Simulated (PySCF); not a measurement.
AlClGeH2N (calculated)

Calculation on a computer-drawn molecule: the log of a Hartree-Fock and frozen-core CCSD(T) single point meant for a local Hartree-Fock minimum, with one planted fault or none, to be diagnosed. Offsets are logged minus clean, where the clean run is the same molecule without the fault. The reference is restricted for singlets and unrestricted otherwise, and also for a bond in bohr or an excited solution. Adding or removing an electron swaps singlet and doublet. The excited solution moves the top pair (singlet) or top alpha electron (doublet) to the lowest empty orbital. Highest occupied and lowest empty are orbital energies over both spins, largest force is the largest gradient component, triples share is (T) over the correlation energy, the T1 limit is 0.02 restricted and 0.045 unrestricted, electrons count all cores, a negative frequency is imaginary (commonest isotopes), and the dipole is about the centre of nuclear charge; on germanium a core potential holds 10 electrons, which the energies leave out, and 3d is frozen in MP2 and coupled-cluster steps. Program: PySCF 2.14.0.

```xyz
6
formula=AlClGeH2N meant_charge=1 meant_multiplicity=1 meant_basis=cc-pV(D+d)Z meant_basis_and_core_potential_on_germanium=cc-pVDZ-PP_ECP10MDF logged_electrons=70 logged_basis_functions=93 logged_SCF_converged=yes logged_spin_squared=0.9109 logged_highest_occupied=-14.493 logged_lowest_empty=-4.4524 logged_largest_force=0.015694 logged_T1_diagnostic=0.030203 logged_D1_diagnostic=0.11377 logged_triples_share=0.037944 logged_CC_converged=yes logged_dipole_magnitude=1.1835 logged_SCF_stable_within_its_kind=yes logged_energy_HF=-1050.12654 logged_energy_CCSD(T)=-1050.58408 possible_faults=no_fault,one_electron_removed,one_electron_added,multiplicity_raised_by_two,geometry_at_a_saddle_point,SCF_held_on_an_excited_solution,minimal_basis_STO-3G,one_bond_length_entered_in_bohr,all_coordinates_scaled
Cl     2.3104    -3.6678    -1.5874
Al     1.4239    -2.1930    -0.5237
N      0.7019    -0.9916     0.3426
Ge    -0.0392     0.2403     1.2324
H     -2.8730     0.6094     1.1413
H      0.7816     1.1733     2.0955
```

Units: logged_highest_occupied, logged_lowest_empty in eV; logged_largest_force in hartree/bohr; logged_dipole_magnitude in debye; logged_energy_HF, logged_energy_CCSD(T) in hartree.

Drawn bonds:
```tsv
atom	other atom	order
1	2	1
2	3	1
3	4	2
4	5	1
4	6	1
```

## Withheld values
1. Which fault was planted in the run of AlClGeH2N?

Calculated values
1. one bond length entered in bohr, row 4 of the drawn bonds

Further results for AlClGeH2N:

* HF energy offset from clean run: 60.76 kcal/mol
* CCSD(T) energy offset from clean run: 70.59 kcal/mol
